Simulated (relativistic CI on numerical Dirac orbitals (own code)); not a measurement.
Hyperfine structure of Zn I, mass number 67

Computed by Dirac-Coulomb-Breit CI, separate exchange-only KLI orbitals for each configuration, QED by a radiative potential, valence Slater integrals scaled by 0.85, P86 correlation energy added to each configuration (own radial code, finite nucleus).

Configuration list (outside the closed core [Ar] 3d10): 4s², 4s4p, 4s5s, 4s4d, 4s5d, 4p², 4s6s, 4s5p, 4s6p, 4s4f, 4s5g, 4s5f, 4s6d, 4s6g, 4d². Levels of other configurations are missing.

Nuclear spin I = 5/2, μ = 0.87485 μN, Q = 0.122 b (tables of Stone and Pyykkö). The electronic factors are computed for point nuclear moments, without core polarisation; leaving it out makes A of s and p electrons in near-neutral atoms 20 to 40 % too small, and it can dominate for d and f shells.

```json
{"Level": "4s4p ³P°1", "E (cm⁻¹)": "28091.1", "A (MHz)": "626.3", "B (MHz)": "-13.9"}
{"Level": "4s4p ³P°2", "E (cm⁻¹)": "28414.5", "A (MHz)": "562.7", "B (MHz)": "26.3"}
{"Level": "4s4p ¹P°1", "E (cm⁻¹)": "44351.4", "A (MHz)": "28.84", "B (MHz)": "13.1"}
{"Level": "4s5s ³S1", "E (cm⁻¹)": "48752.5", "A (MHz)": "1294", "B (MHz)": "8.45e-05"}
{"Level": "4s5p ³P°1", "E (cm⁻¹)": "56371.7", "A (MHz)": "629.6", "B (MHz)": "-2.09"}
{"Level": "4s5p ³P°2", "E (cm⁻¹)": "56406.0", "A (MHz)": "604.8", "B (MHz)": "4.17"}
{"Level": "4s4d ¹D2", "E (cm⁻¹)": "57036.3", "A (MHz)": "-2.664", "B (MHz)": "2.81"}
{"Level": "4s4d ³D1", "E (cm⁻¹)": "57540.3", "A (MHz)": "-611.6", "B (MHz)": "0.117"}
```

Levels with J = 0, under 50 % of one LS term, or S terms without an open s electron are left out. Small factors come from cancelling terms and can be off by tens of per cent or more.

For a near-neutral ion this model can misplace configurations by up to about 10,000 cm⁻¹ (more where the count of f electrons changes) and terms by 10 to 25 % of their spread. Rates follow the energies as ν³ (E1, M1) or ν⁵ (E2), so they and the lifetimes can be off by large factors. The fine structure of a lone outer electron comes out too small, for d and f at times inverted, and misplaced configurations move strength between like terms. 13 of the 13 excited levels that our extract of the measured tables holds in this range could be paired (the sources list more); they are missed by 4622 cm⁻¹ on average and 5422 at most, and levels without a partner can miss by more.

Question: Give the hyperfine levels of 4s4p ³P°1 relative to its centre of gravity.

Answer: With K = F(F + 1) − I(I + 1) − J(J + 1), E = AK/2 + B[¾K(K + 1) − I(I + 1)J(J + 1)]/[2I(2I − 1)J(2J − 1)]: F = 3/2: -2202, F = 5/2: -615.2, F = 7/2: 1562 MHz.
